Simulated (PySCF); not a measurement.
1-chloro-3-methylbuta-1,2-diene (C5H7Cl), SMILES CC(=C=CCl)C.

Geometry optimised at r2SCAN-D4/def2-SVP.

Vertical ionisation energy (IE) and electron affinity (EA) in eV. Rows of orbital energies are one-electron estimates. Where ΔSCF, EOM or ADC give a negative EA the extra electron is unbound and the value depends on the basis.

```tsv
level	IE	EA
−ε(HOMO), −ε(LUMO), PBE0/def2-TZVP (PySCF)	7.13	0.45
−ε(HOMO), −ε(LUMO), PBE/def2-TZVP (PySCF)	5.94	1.44
```
